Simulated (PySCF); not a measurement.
**Cost of excited-state runs on `C[C@@]1(F)OCO[C@H]1C#N`, C₅H₆FNO₂**

Cartesian coordinates in Å; atom numbers follow the order of the lines, from 1:
```xyz
15

C    -1.1103   -1.3599   -0.4302
C    -0.4144   -0.0181   -0.5107
F    -0.3972    0.3820   -1.8486
O    -1.0588    0.9451    0.2332
C    -0.0838    1.8855    0.6057
O     1.0812    1.1564    0.8689
C     1.0707    0.0511   -0.0149
C     1.5031   -1.1481    0.6750
N     1.8425   -2.0934    1.2171
H    -0.5820   -2.0867   -1.0415
H    -1.1402   -1.6974    0.6013
H    -2.1252   -1.2416   -0.8011
H     0.0839    2.6106   -0.2108
H    -0.4050    2.3972    1.5145
H     1.7312    0.2252   -0.8799
```

PySCF with density fitting, on 1 thread of an Intel Xeon 6975P-C, shared host. Command: `OMP_NUM_THREADS=1 python excited_run.py task.json out`

Q: How long does each of these runs take, and how much memory?
- magnetisability and related constants, BHandHLYP/pcSseg-1; writes grids
- magnetisability and related constants, LC-wPBE/3-21G; IEF-PCM acetonitrile

A: 
| run | level | basis functions | wall time | peak memory (GiB) |
| --- | --- | --- | --- | --- |
| magnetisability and related constants | BHandHLYP/pcSseg-1 | 183 | 27 s | 0.82 |
| magnetisability and related constants | LC-wPBE/3-21G | 93 | 11 s | 0.58 |

Times from a shared host are rough.
